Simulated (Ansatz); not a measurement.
Reactions of FH4O4Ta, SMILES `[OH][Ta]([OH])([OH])([OH])[F]`.

Program: Ansatz. Geometries: PBE0-D4/def2-TZVP. ΔE: electronic, gas phase. CBS: MP2 limit from def2 TZ/QZ plus the TZ coupled-cluster correction, frozen cores. This one scheme is used for every species. Elements past krypton have def2 core potentials. For Ta outer-core shells are correlated without core-valence functions, which leaves a few kJ/mol of doubt a bond. One conformer a species, not always the lowest.

```
                                                                            reaction  CCSD/CBS(def2) (kJ/mol)  HF/CBS(def2) (kJ/mol)  CCSD(T)/CBS(def2) (kJ/mol)
`[OH][Ta]([OH])([OH])([OH])[F]` + `CNBO` → `[OH][Ta]([OH])([OH])([OH])[OH]` + `CNBF`                       33                     39                          32
      `[OH][Ta]([OH])([OH])([OH])[F]` + HCl → `[OH][Ta]([OH])([OH])([OH])[Cl]` + H–F                       19                     35                          14
        `[OH][Ta]([OH])([OH])([OH])[F]` + H–F → `[OH][Ta]([OH])([OH])([F])[F]` + H₂O                      -45                    -52                         -44
      `[OH][Ta]([OH])([OH])([OH])[F]` + H₂O → `[OH][Ta]([OH])([OH])([OH])[OH]` + H–F                       55                     68                          53
```

Largest T1 diagnostic: 0.018, for `[OH][Ta]([OH])([OH])([OH])[Cl]`.
